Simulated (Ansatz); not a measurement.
Geometry optimisation, RKS BHLYP/def2-SVP in Ansatz.

Input file:

```yaml
crystal:
  periodic: [false, false, false]
  atoms:
    - { symbol: Ge, position_ang: [-0.34807, 0.169926, -0.420084] }
    - { symbol: Ge, position_ang: [-0.261303, -0.191925, 3.166977] }
    - { symbol: H, position_ang: [-0.857174, -0.862548, 4.403344] }
    - { symbol: H, position_ang: [0.829938, -1.093098, 2.57609] }
    - { symbol: H, position_ang: [0.363844, 1.151727, 3.544501] }
    - { symbol: H, position_ang: [0.628896, 1.076265, 0.304197] }
    - { symbol: F, position_ang: [-0.33712, 0.633303, -2.074471] }
    - { symbol: H, position_ang: [-0.148545, -1.331334, -0.357577] }
    - { symbol: F, position_ang: [-1.926357, 0.529776, 0.106116] }
    - { symbol: H, position_ang: [-1.349809, 0.034708, 2.097509] }
basis:
  gaussian: { orbitals: def2-SVP }
hamiltonian:
  xc: { name: BHLYP }
relax:
  f_tol: 0.03
  max_steps: 50
```

Run as:

```bash
$ ansatz run input.yaml --threads 4 --pin off --max-ram 5120MiB --backend cpu --events-out ev --progress --plain --runs-dir out
```

Problem. Where does it end, and by what steps?

Solution. It converged. The force dipped under the threshold on the way, but the program's further checks kept it going. After 11 steps the energy has fallen by 0.133 eV; H5 moved furthest, 0.71 Å.

```csv
step,energy less start (eV),largest force component (eV/Å),accepted
0,0.0000,0.702,yes
1,-0.0965,0.174,yes
2,-0.1066,0.276,yes
3,-0.1236,0.371,yes
4,-0.1297,0.107,yes
5,-0.1306,0.021,yes
6,-0.1312,0.102,yes
7,-0.1318,0.057,yes
8,-0.1323,0.028,yes
9,-0.1327,0.045,yes
10,-0.1330,0.026,yes
11,-0.1333,0.007,yes
```

```xyz
10
Properties=species:S:1:pos:R:3
Ge -0.403 0.218 -0.826
Ge -0.194 -0.231 3.561
H -0.994 -1.066 4.561
H 0.978 -1.058 3.026
H 0.348 1.025 4.244
H 0.586 1.205 -0.232
F -0.460 0.488 -2.522
H -0.196 -1.267 -0.596
F -1.973 0.632 -0.262
H -1.097 0.170 2.391
```

Time of the run: 26 s on 4 threads of Arm Neoverse V2, with other jobs on the host, peak memory 0.34 GiB.
